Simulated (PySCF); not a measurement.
NMR data simulated for an unnamed compound:

¹H NMR (600 MHz, computed): δ 6.53 (q, 1H), 6.45 (br s, 1H), 5.63 (br s, 1H), 5.04 (m, 1H), 4.81 (m, 1H), 4.44 (m, 1H), 2.10 (d, 3H).

¹³C{¹H} NMR (computed): δ 151.6 (C), 150.3 (C), 132.7 (CH), 128.6 (CH2), 47.8 (CH), 18.0 (CH3).

PySCF 2.14.0 with density-fitted response routines calculation with shieldings: GIAO PBE0/pcSseg-1 and geometry from GFN2-xTB; fast rotation and ring inversion assumed for equivalent nuclei, no relativistic terms, a single conformation, in vacuum.

Referencing at the same level of theory: TMS for ¹H, ¹³C.

Task: Which of these does the molecule contain: a three-membered ring, a non-aromatic C=C double bond, a Si–H bond, a CF3 group, an ester?

Result: 
- A three-membered ring: no.
- A non-aromatic C=C double bond: yes.
- A Si–H bond: yes (δH 5.04 (m), 4.81 (m)).
- A CF3 group: no.
- An ester: no.

The data belong to SMILES C=C1[SiH2][C@H](Cl)/C1=C\C, C₆H₉ClSi; they needn't prove each group on their own.

Carbon signals by region: 4 in the sp2 and nitrile region (100–160 ppm), 2 below 50 ppm.

Carbons that carry Cl, above all several Cl atoms, come out too deshielded, partly because spin–orbit coupling is missing. Shifts are as computed. Against solution values, carbons near 30 ppm lie about +3 ppm off and those near 130 ppm about +5 ppm; carbons on Cl a further +6 ppm. Of 1309 compounds with measured shifts, 239 miss one by over three times the rms of a fit or turn the order of signals round; such compounds aren't used in these exercises. No couplings were computed; multiplicities are counted from neighbouring protons, with m where these are inequivalent, close in shift, in a saturated or five-membered ring or joined by F or P, and br s for small geminal =CH2 splittings.
